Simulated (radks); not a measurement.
Coherent X-ray form factor from a spherical all-electron density. Calculated with a radial shooting solver on a logarithmic mesh with Libxc functionals: scalar-relativistic Kohn-Sham, r2SCAN, spin-polarised, spherical densities, finite nucleus; meta-GGA in the generalised Kohn-Sham scheme; Fermi nuclear charge, rms radius of each element as measured or else 0.836 A^(1/3) + 0.57 fm.

sin(theta)/lambda (1/angstrom),f0 (electrons)
0.05,63.033
0.1,60.576
0.15,57.396
0.2,53.955
0.25,50.480
0.3,47.127
0.4,41.167
0.5,36.279
0.6,32.219
0.8,25.830
1,21.322
1.25,17.736
1.5,15.426
2,11.846

The species is in the configuration that NIST lists as its ground one. Which atom or ion scatters so?

Answer. The terbium ion Tb+, [Xe] 4f9 6s1. Extrapolating in s^2 from the first two rows gives f0(0) = 63.9, near the electron count 64; among species with that count, the fall with angle is slower the higher Z, and the table is that of Z = 65; from so few rows the species is fixed only to a neighbour or two.
